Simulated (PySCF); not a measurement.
ZrF₃Cl, SMILES [F][Zr]([F])([Cl])[F], multiplicity 1.

Geometry: r2SCAN-D4/def2-SVP. The multiplicity is an assumed one; other spin states were not compared. The def2 effective core potentials stand for the cores of Zr; spin–orbit coupling is left out.

Two levels are set side by side: TDA-PBE/def2-SVPD (PySCF) and TDA-LC-ωPBE/def2-SVPD (PySCF). Vertical, same geometry. The lowest singlet is HOMO−1→LUMO+1 50 %, HOMO→LUMO 50 % with PBE and HOMO→LUMO 48 %, HOMO−1→LUMO+1 48 % with the other functional; states are paired by order. Differences are taken from unrounded values.

```csv
quantity,TDA-LC-ωPBE,TDA-PBE,TDA-PBE minus TDA-LC-ωPBE
lowest singlet excitation (eV),7.22,5.80,-1.42
lowest triplet excitation (TDA) (eV),6.81,5.53,-1.28
first bright state (f over 0.05) (eV),8.00,6.40,-1.60
its oscillator strength,0.09,0.06,-0.03
```

A lower first singlet is the usual sign of a functional without exact exchange. Differences between two approximate levels are no errors against the true value.

Rough cost on one machine, each run with all the roots and properties that it gave: TDA-LC-ωPBE against TDA-PBE about 3 times.
